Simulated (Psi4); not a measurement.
Cl2Sr, singlet, at a GFN2-xTB geometry (such geometries of metal compounds can be far from the true shape) (core potentials on Sr); WB97X-V/def2-TZVP run with Psi4.

Input for Psi4:
```
memory 2 GB

molecule mol {
0 1
  Sr    0.291224   -0.610948    0.120886
  Cl    1.080314    1.073658   -1.546550
  Cl   -1.731286    0.291991    1.276334
}

set basis def2-tzvp
set reference rks

energy('wb97x-v')
print_variables()
```

Output, abridged:

```
   => Loading Basis Set <=

    Name: DEF2-TZVP
    Role: ORBITAL
    Keyword: BASIS

    !!!  WARNING: ECP capability is in beta. Please check occupations closely.  !!!

         ---------------------------------------------------------
                                   SCF
               by Justin Turney, Rob Parrish, Andy Simmonett
                          and Daniel G. A. Smith
                              RKS Reference
         ---------------------------------------------------------

  ==> Geometry <==

    Molecular point group: cs
    Full point group: Cs

    Geometry (in Angstrom), charge = 0, multiplicity = 1:

       Center              X                  Y                   Z               Mass
    ------------   -----------------  -----------------  -----------------  -----------------
         SR           0.136591692495    -0.630468100608     0.000000000000    87.905612500000
         CL           1.812359046748     1.222288492107     0.000000000000    34.968852682000
         CL          -2.155726800342     0.362598637294     0.000000000000    34.968852682000

  Running in cs symmetry.

  Rotational constants: A =      0.20418  B =      0.05849  C =      0.04546 [cm^-1]
  Rotational constants: A =   6121.22967  B =   1753.40753  C =   1362.98472 [MHz]
  Nuclear repulsion =  109.687219222385522

  Charge       = 0
  Multiplicity = 1
  Electrons    = 44
  Nalpha       = 22
  Nbeta        = 22

  ==> Algorithm <==

  SCF Algorithm Type is DF.
  DIIS enabled.
  MOM disabled.
  Fractional occupation disabled.
  Guess Type is SAD.
  Energy threshold   = 1.00e-06
  Density threshold  = 1.00e-06
  Integral threshold = 1.00e-12

  ==> Primary Basis <==

  Basis Set: DEF2-TZVP
    Blend: DEF2-TZVP
    Number of shells: 39
    Number of basis functions: 107
    Number of Cartesian functions: 120
    Spherical Harmonics?: true
    Max angular momentum: 3

  Core potential: DEF2-TZVP
    Number of shells: 4
    Number of ECP primitives: 10
    Number of ECP core electrons: 28
    Max angular momentum: 3

  ==> DFT Potential <==

   => LibXC <=

    Version 7.1.2
    S. Lehtola, C. Steigemann, M. J. T. Oliveira, and M. A. L. Marques,  SoftwareX 7, 1–5 (2018) (10.1016/j.softx.2017.11.002)

   => Composite Functional: WB97X-V <=

    wB97X-V Hyb-GGA Exchange-Correlation Functional

    N. Mardirossian and M. Head-Gordon,  Phys. Chem. Chem. Phys. 16, 9904–9924 (2014) (10.1039/C3CP54374A)

    Deriv               =              1
    GGA                 =           TRUE
    Meta                =          FALSE

    Exchange Hybrid     =           TRUE
    MP2 Hybrid          =          FALSE

   => Exchange-Correlation Functionals <=

    1.0000   wB97X-V range-separated functional

   => Exact (HF) Exchange <=

    0.8330            HF,LR [omega = 0.3000]
    0.1670               HF

   => LibXC Density Thresholds  <==

    XC_HYB_GGA_XC_WB97X_V:  1.00E-14

   => VV10 Non-Local Parameters <=

    VV10 B              =     6.0000E+00
    VV10 C              =     1.0000E-02

   => Molecular Quadrature <=

    Radial Scheme          =       TREUTLER
    Pruning Scheme         =           NONE
    Nuclear Scheme         =       TREUTLER

    Blocking Scheme        =         OCTREE
    BS radius alpha        =              1
    Pruning alpha          =              1
    Radial Points          =             75
    Spherical Points       =            302
    Total Points           =          65405
    Total Blocks           =            589
    Max Points             =            255
    Max Functions          =             98
    Weights Tolerance      =       1.00E-15

   => Loading Basis Set <=

    Name: (DEF2-TZVP AUX)
    Role: JKFIT
    Keyword: DF_BASIS_SCF

  ==> Integral Setup <==

  SCF_SUBTYPE=INCORE selected. In-core MEM_DF algorithm will be used.
  Using in-core AOs.

  ==> MemDFJK: Density-Fitted J/K Matrices <==

    J tasked:                   Yes
    K tasked:                   Yes
    wK tasked:                  Yes
    Omega:                3.000E-01
    Algorithm:                 Core
    Schwarz Cutoff:           1E-12
    Mask sparsity (%):       6.6032
    Fitting Condition:        1E-10

   => Auxiliary Basis Set <=

  Basis Set: (DEF2-TZVP AUX)
    Blend: DEF2-UNIVERSAL-JKFIT
    Number of shells: 107
    Number of basis functions: 367
    Number of Cartesian functions: 449
    Spherical Harmonics?: true
    Max angular momentum: 4

  Minimum eigenvalue in the overlap matrix is 1.3715522067E-02.
  Reciprocal condition number of the overlap matrix is 3.5356999967E-03.
    Using symmetric orthogonalization.

  ==> Pre-Iterations <==

  SCF Guess: Superposition of Atomic Densities via on-the-fly atomic UHF (no occupation information).

   -------------------------
    Irrep   Nso     Nmo
   -------------------------
     A'        73      73
     A"        34      34
   -------------------------
    Total     107     107
   -------------------------

  ==> Iterations <==

                           Total Energy        Delta E     RMS |[F,P]|

   @DF-RKS iter SAD:  -950.78483660719712   -9.50785e+02   0.00000e+00
   @DF-RKS iter   1:  -951.03581957652852   -2.50983e-01   6.56176e-03 DIIS/ADIIS
   @DF-RKS iter   2:  -951.10744087822570   -7.16213e-02   4.82305e-03 DIIS/ADIIS
   @DF-RKS iter   3:  -951.15663556584411   -4.91947e-02   1.86869e-04 DIIS/ADIIS
   @DF-RKS iter   4:  -951.15701533280435   -3.79767e-04   7.87324e-05 DIIS
   @DF-RKS iter   5:  -951.15707640565199   -6.10728e-05   2.60666e-05 DIIS
   @DF-RKS iter   6:  -951.15708512474725   -8.71910e-06   7.41185e-06 DIIS
   @DF-RKS iter   7:  -951.15708605449709   -9.29750e-07   2.04145e-06 DIIS
   @DF-RKS iter   8:  -951.15708609088199   -3.63849e-08   5.13843e-07 DIIS
  Energy and wave function converged.

  ==> Post-Iterations <==

   Electrons on quadrature grid:
      Ntotal   =   43.9999675833 ; deviation = -3.242e-05

    Orbital Energies [Eh]
    ---------------------

    Doubly Occupied:

[...]
      17Ap    -0.369539

    Virtual:

[...]
      73Ap    70.139604

    Final Occupation by Irrep:
             Ap   App
    DOCC [    17,    5 ]
    NA   [    17,    5 ]
    NB   [    17,    5 ]

  @DF-RKS Final Energy:  -951.15708609088199

   => Energetics <=

    Nuclear Repulsion Energy =            109.6872192223855222
    One-Electron Energy =               -1543.1208986235515113
    Two-Electron Energy =                 527.4455750525347639
    DFT Exchange-Correlation Energy =     -45.3486933098736316
    Empirical Dispersion Energy =           0.0000000000000000
    VV10 Nonlocal Energy =                  0.1797115676229125
    Total Energy =                       -951.1570860908819895

Computation Completed

Properties will be evaluated at   0.000000,   0.000000,   0.000000 [a0]

Properties computed using the SCF density matrix

 Multipole Moments:

 ------------------------------------------------------------------------------------
     Multipole            Electronic (a.u.)      Nuclear  (a.u.)        Total (a.u.)
 ------------------------------------------------------------------------------------

 L = 1.  Multiply by 2.5417464519 to convert [e a0] to [Debye]
 Dipole X            :          9.1849456           -8.4495984            0.7353473
 Dipole Y            :        -42.3950740           39.0009240           -3.3941499
 Dipole Z            :          0.0000000            0.0000000            0.0000000
 Magnitude           :                                                    3.4728935

 ------------------------------------------------------------------------------------

  Variable Map:
  ----------------------------------------------------------------------------
[...]
  Array Variable Map:
  ----------------------------------------------------------------------------
[...]
[...]
```
